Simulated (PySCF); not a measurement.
Isomers of C7H13F, one conformer each; single-point electronic energies without zero-point terms and without any empirical dispersion term.

All values: PBE0/pcSseg-1 (PySCF, non-relativistic), each on one gas-phase PBE0-D3(BJ)/def2-SVP geometry that isn't relaxed in the solvent. The solvent is an IEF-PCM continuum (van der Waals radii × 1.2). Only the electrostatic response of the medium enters.

```json
{"isomer": "`C[C@@H]1[C@H](C)CC[C@H]1F`", "relative energy, gas (kcal/mol)": "0.0", "dipole (D)": "1.72"}
{"isomer": "`FCCC(=C(C)C)C`", "relative energy, gas (kcal/mol)": "19.8", "dipole (D)": "2.21"}
{"isomer": "`CCC/C(C)=C\\CF`", "relative energy, gas (kcal/mol)": "21.0", "dipole (D)": "2.51"}
{"isomer": "`CC(C)(C)[C@@H]1C[C@H]1F`", "relative energy, gas (kcal/mol)": "24.7", "dipole (D)": "1.83"}
```

**Question.** How do the relative energies look in cyclohexane (ε = 2.017)?

**Answer.** 
```
                     isomer  relative energy, solvent (kcal/mol)  E(solvent) − E(gas) (kcal/mol)  dipole in solvent (D)
`C[C@@H]1[C@H](C)CC[C@H]1F`                                  0.0                            -1.1                   1.91
            `FCCC(=C(C)C)C`                                 19.5                            -1.3                   2.37
            `CCC/C(C)=C\CF`                                 20.6                            -1.5                   2.74
  `CC(C)(C)[C@@H]1C[C@H]1F`                                 24.6                            -1.2                   1.99
```

The order is unchanged. Conformers: `[CH3:1][C@@H:2]1[C@H:3]([CH3:4])[CH2:5][CH2:6][C@H:7]1[F:8]` with C1–C2–C3–C4 49°, C2–C3–C5–C6 -29°, C3–C5–C6–C7 4°, C5–C6–C7–F8 -94°; `[CH3:1][C:2]([CH3:3])=[C:4]([CH3:5])[CH2:6][CH2:7][F:8]` with C2–C4–C6–C7 95°, C4–C6–C7–F8 176°; `[CH3:1][CH2:2][CH2:3]/[C:4]([CH3:5])=[CH:6]\[CH2:7][F:8]` with C1–C2–C3–C4 178°, C2–C3–C4–C5 -86°, C4–C6–C7–F8 133°. `CCC/C(C)=C\CF` gains most from the continuum, and it has the largest gas-phase dipole. The gains span 0.4 kcal/mol, the gas-phase energies 24.7 kcal/mol.
